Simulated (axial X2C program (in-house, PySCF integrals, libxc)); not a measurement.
## RuO⁺: from the spin-free to the two-component result

Calculated with an axial X2C code built on PySCF integrals. Spin-free means the one-electron spin-free X2C Hamiltonian; two-component (2c) means X2C with spin–orbit coupling and atomic mean-field two-electron Coulomb and Gaunt terms, so the difference of the two also holds small scalar two-electron terms. Basis: Ru dyall-cv3z [12s12p8d5f3g], O dyall-av3z [7s6p3d2f] (cores contracted in-house); Gaussian nuclei, density fitting, unrestricted open shells. Masses: Ru 101.904 u, O 15.995 u.

Spin-free state: M_S = 3/2, Λ = 2 (beyond evenly filled blocks: π+α, π-α, δ+α, δ+β, δ-α); fragments Ru+ + O.

| level | Re (Å) | ωe (cm⁻¹) | De (eV) | μ (D) |
| --- | --- | --- | --- | --- |
| r2SCAN | 1.668 | 994.7 | 3.838 | -3.26 |

Dipoles are positive if O is the positive end and refer to the centre of mass.

Two-component determinant lowest at the distance of the search:

Ω = 7/2 (⟨Sz⟩ = 1.50, ⟨Lz⟩ = 2.00 at r2SCAN); fragments Ru+ + O.

```tsv
level	Re (Å)	ωe (cm⁻¹)	μ (D)
r2SCAN	1.668	994.0	-3.26
```

Q: From the two tables, how do the constants change at the r2SCAN level (2c against spin-free)?

A: At the r2SCAN level Re is unchanged within 0.001 Å and ωe decreases by 0.7 cm⁻¹.

One determinant describes the state; a PBE0 search over occupations chose it and may have missed a lower one. De is counted from the lowest determinant-based energies of the atoms at the same level, without counterpoise correction. De is not given where an atomic determinant may have missed its ground term or J level, or where the truncated virtual space spoils (T). Density functionals use the spin component along the axis (collinear). PBE0 can misorder states that lie within some tenths of an eV, so this need not be the ground state of the molecule. The nearest other spin-free determinant of the search, M_S = 1/2, Λ = 1, lies 0.26 eV up at the distance of the search. Without a current term, density functionals place determinants with orbital angular momentum somewhat too high. With several unpaired electrons one determinant need not be a pure state.
